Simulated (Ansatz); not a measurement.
`[F][In]([F])[SeH]`. Charge 0, multiplicity 1. In takes the def2 core potential.

```xyz
5

F     0.460   -1.763    1.019
In    0.069   -0.488   -0.381
F     0.091   -1.322   -2.124
Se   -0.396    1.893    0.020
H    -0.224    1.680    1.465
```

(1) List the harmonic frequencies (cm⁻¹, unscaled) at PBE0-D4/def2-TZVP in Ansatz. (An estimate is asked.)

(2) Is this a minimum?

(3) Give the ideal-gas thermochemistry at 298.15 K and 1 bar (rigid rotor, harmonic oscillator; point group Cs, symmetry number 1).

(4) Rotational constants (cm⁻¹)?

## Answers

(1) Ansatz gave: 72, 120, 138, 211, 253, 603, 609, 631, 2438.

(2) Yes, all 9 modes are real.

(3) Zero-point energy 30.4 kJ/mol; H(298) − E = 49.8 kJ/mol; entropy 358.7 J/(mol·K), of which translation 176.8, rotation 118.8, vibration 63.0; G(298) − E = -57.1 kJ/mol. Modes under 100 cm⁻¹ are hindered rotations or soft bends, so the harmonic entropy is rough.

(4) 0.17, 0.03966, 0.03216.
